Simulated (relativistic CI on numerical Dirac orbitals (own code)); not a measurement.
Mo39+: sensitivity of the levels to the model

Base calculation: Dirac-Coulomb-Breit CI, orbitals from a KLI potential per configuration, QED by a radiative potential, unscaled Slater integrals.

Configurations in the expansion (outside the closed core 1s2): 2s, 2p, 3s, 3p, 3d, 4s, 4p, 4d, 4f, 5s, 5p, 5d, 5f, 5g. Levels of other configurations are missing.

Variants: (1) P86 correlation estimate; (2) one mean potential for all configurations. Shifts of the energy above 2s 2S_1/2, in eV, for the lowest level and the first level of each name with at least 55 % of one term (blank where a level changes its place among those of its configuration and J or its character, or is not in the variant):

```
     Level     Base   Δ(1)   Δ(2)
 2s 2S_1/2     0.00   0.00   0.00
2p 2P°_1/2    86.27  -0.10  +0.10
2p 2P°_3/2   212.15  -0.10  +0.08
 3s 2S_1/2  3206.74  +0.19  -0.03
3p 2P°_1/2  3230.65  +0.20  -0.03
3p 2P°_3/2  3267.98  +0.20  -0.02
 3d 2D_3/2  3276.33  +0.24  -0.04
 3d 2D_5/2  3287.96  +0.24  -0.03
 4s 2S_1/2  4313.90  +0.51  -0.04
4p 2P°_1/2  4323.73  +0.51  -0.03
4p 2P°_3/2  4339.44  +0.51  -0.03
 4d 2D_3/2  4342.91  +0.56  -0.04
 4d 2D_5/2  4347.83  +0.56  -0.03
4f 2F°_5/2  4348.02  +0.47  -0.04
4f 2F°_7/2  4350.45  +0.47  -0.04
 5s 2S_1/2  4821.96  +0.69  -0.04
5p 2P°_1/2  4826.92  +0.70  -0.03
5p 2P°_3/2  4834.94  +0.70  -0.03
 5d 2D_3/2  4836.71  +0.69  -0.04
 5d 2D_5/2  4839.23  +0.69  -0.03
5f 2F°_5/2  4839.33  +0.68  -0.04
 5g 2G_7/2  4840.58  +0.60  -0.04
```

At this charge energies of transitions that change n are usually good to better than 1 %, and those within a shell (Δn = 0) to a few per cent.

Ionisation energy from the two ground configurations alone: base 5712.83 eV; P86 correlation estimate 5714.1 eV. The NIST ASD value (theoretical) is 5713.19 eV.
